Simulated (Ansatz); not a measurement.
Molecule: 2-methylpropane-1-selenol, C4H10Se, charge 0, multiplicity 1. 
Geometry from a B3LYP-D3(BJ)/def2-TZVP (Ansatz, an electronic-structure program) optimisation:
SMILES: CC(C)C[SeH]
```xyz
15

C     -1.4468     2.4066     0.5322
C     -1.0910     0.9876     0.0802
C     -1.9403    -0.0466     0.8189
C      0.4042     0.7538     0.2765
Se     0.9649    -1.0151    -0.4362
H     -2.5061     2.6113     0.3655
H     -1.2464     2.5367     1.5990
H     -0.8692     3.1559    -0.0125
H     -1.3038     0.9071    -0.9908
H     -1.7329    -0.0199     1.8920
H     -1.7451    -1.0614     0.4686
H     -3.0035     0.1543     0.6771
H      0.6646     0.7884     1.3342
H      0.9832     1.5048    -0.2562
H      2.3949    -0.6741    -0.4922
```
Charge 0, spin multiplicity 1.

Wanted: vertical ionisation energy (to the doublet state of charge +1; each state is the SCF solution reached for its spin), in eV. Correlated levels leave the core frozen unless marked. UHF or UKS for open shells. No spin-orbit coupling. Frozen are the shells of the preceding noble gas and the d and f shells that filled before the atom's block. Non-relativistic. CBS marks a two-point X^-3 extrapolation of the correlation energy; Hartree-Fock from the larger set. [CCSD(T)-MP2]/basis is that difference in the basis named.

```tsv
level	program	vertical ionisation energy (eV)	minus last row
HF/aug-cc-pVDZ	Ansatz	7.66	-1.17
HF/aug-cc-pVQZ	Ansatz	7.64	-1.19
SVWN5/def2-TZVPD	Ansatz	8.76	-0.07
PBE/def2-TZVPD	Ansatz	8.54	-0.29
r2SCAN/def2-TZVPD	Ansatz	8.59	-0.24
B3LYP/def2-TZVPD	Ansatz	8.69	-0.14
PBE0/def2-TZVPD	Ansatz	8.62	-0.21
BHLYP/def2-TZVPD	Ansatz	8.57	-0.26
wB97M-V/def2-TZVPD	Ansatz	8.69	-0.14
wB97X-V/def2-TZVPD	Ansatz	8.73	-0.10
B2PLYP/def2-TZVPD	Ansatz	8.65	-0.18
MP2/aug-cc-pVDZ	Ansatz	8.61	-0.22
MP2/aug-cc-pVTZ	Ansatz	8.76	-0.07
RI-MP2/aug-cc-pVTZ	Ansatz	8.76	-0.07
RI-MP2/aug-cc-pVQZ	Ansatz	8.82	-0.01
RI-MP2/CBS(aug-cc-pVTZ,aug-cc-pVQZ)	Ansatz	8.87	0.04
SCS-MP2/aug-cc-pVTZ	Ansatz	8.73	-0.10
CCSD/aug-cc-pVDZ	Ansatz	8.52	-0.31
CCSD(T)/aug-cc-pVDZ	Ansatz	8.56	-0.27
CCSD(T)/aug-cc-pVTZ	Ansatz	8.72	-0.11
RI-MP2/CBS(aug-cc-pVTZ,aug-cc-pVQZ)+[CCSD(T)-MP2]/aug-cc-pVTZ	Ansatz	8.83	0.00
```
